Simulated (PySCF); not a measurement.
Precursor series Hf F-OH. Isolated molecules, 0 K electronic values unless said otherwise. One relaxed conformer stands for each flexible species; it need not be the lowest.

The LUMO from two functionals at the same geometries (BP86-D3(BJ)/def2-SVP), both in PySCF: PBE-D3(BJ)/def2-TZVP and TPSSh-D3(BJ)/def2-TZVP. 

```json
[
 {"species": "0 of 4 F replaced by OH", "PBE-D3(BJ)/def2-TZVP (eV)": "-1.72", "TPSSh-D3(BJ)/def2-TZVP (eV)": "-1.21"},
 {"species": "1 of 4 F replaced by OH ([Hf(F)3(OH)])", "PBE-D3(BJ)/def2-TZVP (eV)": "-1.36", "TPSSh-D3(BJ)/def2-TZVP (eV)": "-0.86"},
 {"species": "2 of 4 F replaced by OH ([Hf(F)2(OH)2])", "PBE-D3(BJ)/def2-TZVP (eV)": "-1.10", "TPSSh-D3(BJ)/def2-TZVP (eV)": "-0.60"},
 {"species": "3 of 4 F replaced by OH", "PBE-D3(BJ)/def2-TZVP (eV)": "-0.85", "TPSSh-D3(BJ)/def2-TZVP (eV)": "-0.36"},
 {"species": "4 of 4 F replaced by OH ([Hf(OH)4])", "PBE-D3(BJ)/def2-TZVP (eV)": "-0.62", "TPSSh-D3(BJ)/def2-TZVP (eV)": "-0.13"}
]
```

Over these rows, drawn at random from the members with no instability flagged (it was tested for open shells, ions and some series alone), PBE minus TPSSh-D3(BJ): mean -0.50 eV, from -0.51 eV to -0.48 eV.
